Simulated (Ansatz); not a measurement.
C2H5ClO2Si (`O=CC(Cl)O[SiH3]`), one more setting.

```yaml
crystal:
  periodic: [false, false, false]
  atoms:
    - {symbol: O, position_ang: [0.147206, -3.056210, -0.137051]}
    - {symbol: C, position_ang: [-0.428625, -2.026377, -0.321461]}
    - {symbol: C, position_ang: [0.270971, -0.680547, -0.349086]}
    - {symbol: Cl, position_ang: [0.313343, -0.218601, -2.101077]}
    - {symbol: O, position_ang: [-0.442714, 0.209731, 0.399581]}
    - {symbol: Si, position_ang: [0.012710, 1.788029, 0.690758]}
    - {symbol: H, position_ang: [-1.522543, -1.959685, -0.486020]}
    - {symbol: H, position_ang: [1.316223, -0.776361, -0.045282]}
    - {symbol: H, position_ang: [1.476693, 1.822245, 0.941347]}
    - {symbol: H, position_ang: [-0.325969, 2.653375, -0.462224]}
    - {symbol: H, position_ang: [-0.751996, 2.187403, 1.891014]}
basis:
  gaussian: {orbitals: cc-pVTZ}
total_charge: 1
magnetization: {spin_polarized: true, initial_magnetization: 1}
hamiltonian: {xc: {name: B2GP-PLYP}}
output: {forces: true}
```

```sh
$ ansatz run in.yaml --threads 4 --pin off --events-out ev --progress --plain --max-ram 10444MiB
```

It prints (some lines left out):

```
Functional definition: B2GP-PLYP
1511 factors; integrals over basis functions are off by at most 1.3e-3 eV
mean field evaluation 1: about -26605.8675 eV, gradient 4.7e1 eV
mean field evaluation 2: about -26606.1692 eV, gradient 4.7e1 eV
mean field evaluation 4: about -26614.8519 eV, gradient 1.0e1 eV
mean field evaluation 8: about -26615.9539 eV, gradient 1.4e0 eV
mean field evaluation 16: about -26616.0384 eV, gradient 5.8e-2 eV
mean field evaluation 32: about -26616.0386 eV, gradient 6.7e-5 eV
mean field -26616.03860949 eV, -978.1213778998 hartree, gradient 2.2e-6 eV, S^2 0.768164; 2 other end points of the search recorded, 0 dependent functions left out
14 core orbitals not correlated: weight in the atoms' cores, before any rotation towards them, 1.000 or more for the frozen orbitals, at most 0.000 for the correlated occupied ones
reference -26616.03875040 eV, -978.1213830781 hartree; 18, 17 occupied and 226, 227 virtual orbitals, 1511 factors
second order -33.00761710 eV of doubles, -0.00000000 eV of singles
Total energy: -26627.92149256 eV, -978.5580657980 hartree
Atom 0 at     0.147206    -3.056210    -0.137051 Å, force    -0.643392     1.178007    -0.219584 eV/Å
Atom 1 at    -0.428625    -2.026377    -0.321461 Å, force    -0.435929    -2.044843    -0.044131 eV/Å
Atom 2 at     0.270971    -0.680547    -0.349086 Å, force     1.124326     3.337141     0.233368 eV/Å
Atom 3 at     0.313343    -0.218601    -2.101077 Å, force    -0.204433    -0.742966     0.416325 eV/Å
Atom 4 at    -0.442714     0.209731     0.399581 Å, force     0.048337    -2.690410    -0.914562 eV/Å
Atom 5 at     0.012710     1.788029     0.690758 Å, force     0.425805     2.138134     0.720770 eV/Å
Atom 6 at    -1.522543    -1.959685    -0.486020 Å, force     0.036389    -0.159279     0.061596 eV/Å
Atom 7 at     1.316223    -0.776361    -0.045282 Å, force    -0.231023    -0.225164     0.030305 eV/Å
Atom 8 at     1.476693     1.822245     0.941347 Å, force    -0.205241    -0.229401    -0.112207 eV/Å
Atom 9 at    -0.325969     2.653375    -0.462224 Å, force     0.008172    -0.338427     0.037983 eV/Å
Atom 10 at    -0.751996     2.187403     1.891014 Å, force     0.076988    -0.222791    -0.209864 eV/Å
Dipole moment:    -0.200308    -0.761427     0.155164 e Å
```

Run time 42 s (4 threads of an Arm Neoverse V1 on a shared host); peak host memory 1.3 GiB.
